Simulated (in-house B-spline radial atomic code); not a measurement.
Sn⁺ is squeezed into an impenetrable sphere of radius R (the orbitals vanish at R). Computed with a B-spline radial code for spherical atoms: Dirac-Kohn-Sham LDA VWN5, spherical fractional occupations, Fermi nucleus of rms radius 4.6519 fm.

Energies in eV above the free ion in [Kr] 4d10 5s2 5p1:

| R (bohr) | highest level (eV) | [Kr] 4d10 5s2 5p1 | [Kr] 4d9 4f1 5s2 5p1 | [Kr] 4d10 5s2 5f1 |
| --- | --- | --- | --- | --- |
| 9.65 | -10.3 | 0.001563 | 38.88 | 17.28 |
| 6.04 | -9.8 | 0.3372 | 42.54 | 29.45 |
| 5.5 | -9.32 | 0.7483 | 44.07 | 33.39 |
| 4.5 | -7.04 | 3.353 | 49.71 | 44.94 |
| 3.77 | -2.38 | 10.48 | 60.38 | 61.69 |
| 2.82 | 17.9 | 53.97 | 111.7 | 125.2 |
| 2.51 | 34.8 | 99.19 | 160.8 | 179.6 |
| 2.39 | 44.5 | 127.4 | 190.8 | 211.6 |
| 1.86 | 132 | 437.6 | 511.1 | 537.1 |
| 1.54 | 266 | 1052 | 1133 | 1149 |

Question: Does [Kr] 4d9 4f1 5s2 5p1 fall below [Kr] 4d10 5s2 5p1 under compression?

Answer: No, it stays above over the whole range.

Question: Does [Kr] 4d10 5s2 5f1 fall below [Kr] 4d10 5s2 5p1 under compression?

Answer: No, it stays above over the whole range.

The highest level is first positive in the row R = 2.82 bohr, pushed up by confinement above the zero of the free ion's potential. Each configuration is held fixed and needn't be the lowest in the sphere.
